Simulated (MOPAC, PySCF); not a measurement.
B₂O₂, SMILES `O1B2OB12`, neutral singlet in the gas phase. 

Cartesian coordinates (Å):
SMILES: B12OB1O2
```xyz
4

O      1.0882     0.0392     0.0175
B     -0.0039    -0.8055    -0.1402
O     -1.0882    -0.0392     0.2700
B      0.0039     0.8056     0.4277
```
Charge 0, spin multiplicity 1.

All levels are single points at this geometry (B3LYP-D3(BJ)/def2-TZVP); Pople sets use spherical d functions. Orbital energies aren't observables, and empty levels follow the basis.

PM7 in MOPAC gives dipole (D) = 0.00.

Estimate the dipole (D) from each of these levels: B3LYP-D3(BJ)/def2-TZVP in PySCF; M06-2X/def2-TZVP in PySCF; B3LYP/6-311+G** in PySCF; BP86/6-31G* in PySCF; SVWN5/6-31G* in PySCF; HF/3-21G in PySCF; PM3 in MOPAC; PM6 in MOPAC.


```
level                            dipole (D)
-------------------------------  ----------
B3LYP-D3(BJ)/def2-TZVP in PySCF        0.00
M06-2X/def2-TZVP in PySCF              0.00
B3LYP/6-311+G** in PySCF               0.00
BP86/6-31G* in PySCF                   0.00
SVWN5/6-31G* in PySCF                  0.00
HF/3-21G in PySCF                      0.00
PM3 in MOPAC                           0.00
PM6 in MOPAC                           0.00
```
